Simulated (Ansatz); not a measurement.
**SbH2 (SMILES [SbH2]): the energy, rung by rung**

SbH2: 3 atoms, total charge 0, spin state doublet. SMILES: `[SbH2]`. Geometry: relaxed at PBE0-D4/def2-TZVP.

```xyz
3

Sb    0.6598   -0.3463    0.3157
H     0.0467    1.2442    0.1632
H    -0.7173   -0.9627   -0.4921
```

Quantity: the energy change with the Sb1–H3 bond stretched from 1.711 to 3.423 Å, in eV. The values are calculated.

```tsv
level	kind	program	value (eV)	less FCI/STO-3G
UBLYP/STO-3G	GGA	Ansatz	4.01	+0.67
UPBE/STO-3G	GGA	Ansatz	3.95	+0.61
UPBE0/STO-3G	global hybrid	Ansatz	3.85	+0.51
U-wB97X/STO-3G	range-separated hybrid	Ansatz	3.93	+0.59
UHSE06/STO-3G	range-separated hybrid	Ansatz	3.85	+0.51
UBCCD(T)/STO-3G	coupled cluster or CI	Ansatz	3.34	0.00
UCCSD/STO-3G	coupled cluster or CI	Ansatz	3.35	+0.01
UCCSDT(Q)/STO-3G	coupled cluster or CI	Ansatz	3.34	0.00
FCI/STO-3G	exact in the basis	Ansatz	3.34	0.00
```

FCI/STO-3G is exact within its basis and frozen core, so for wave-function methods in that basis the difference is their error; functionals converge differently with the basis, so for them it is only a difference. All-electron rows without a relativistic Hamiltonian named are non-relativistic. The first shape isn't each level's own minimum. The values span 3.34 to 4.01 eV. Spin contamination of the reference (⟨S²⟩ at least 0.1 too high) touches UBLYP/STO-3G, UPBE/STO-3G, UPBE0/STO-3G, U-wB97X/STO-3G, UHSE06/STO-3G, UBCCD(T)/STO-3G, UCCSD/STO-3G, UCCSDT(Q)/STO-3G. All rows use very small basis sets, so even the best lies far from the true value. In the correlated wave-function rows the outer d shell of Sb is correlated, in sets not made for it.
